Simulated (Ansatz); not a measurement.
Correlation energies of C3H5BO (`BC1=CCO1`) by basis set

```xyz
10

B    -1.073    1.156    1.143
C    -0.228    0.202    0.310
C     0.257    0.162   -0.952
C     0.874   -1.151   -0.607
O     0.313   -1.020    0.721
H    -1.349    0.909    2.277
H    -1.450    2.162    0.620
H     0.214    0.801   -1.819
H     1.966   -1.190   -0.574
H     0.477   -2.032   -1.119
```

The species carries charge 0 and has multiplicity 1. The geometry is a stationary point of PBE0-D4/def2-TZVP. Frozen core, restricted reference, Ansatz 0.2.0. CBS rows extrapolate triple and quadruple zeta; past MP2 they add the triple-zeta difference.

```json
{"basis": "def2-SVP", "HF (Eh)": "-215.80058", "MP2 corr.": "-0.65727", "CCSD corr.": "-0.69954", "(T)": "-0.02518", "CCSD(T) total": "-216.52530"}
{"basis": "def2-TZVPP", "HF (Eh)": "-216.05071", "MP2 corr.": "-0.81034", "CCSD corr.": "-0.84089", "(T)": "-0.03876", "CCSD(T) total": "-216.93036"}
{"basis": "def2-QZVPP", "HF (Eh)": "-216.06044", "MP2 corr.": "-0.86575", "CCSD corr.": "–", "(T)": "–", "CCSD(T) total": "–"}
{"basis": "CBS(def2)", "HF (Eh)": "-216.06178", "MP2 corr.": "-0.90679", "CCSD corr.": "-0.93734", "(T)": "as TZ", "CCSD(T) total": "-217.03788"}
```
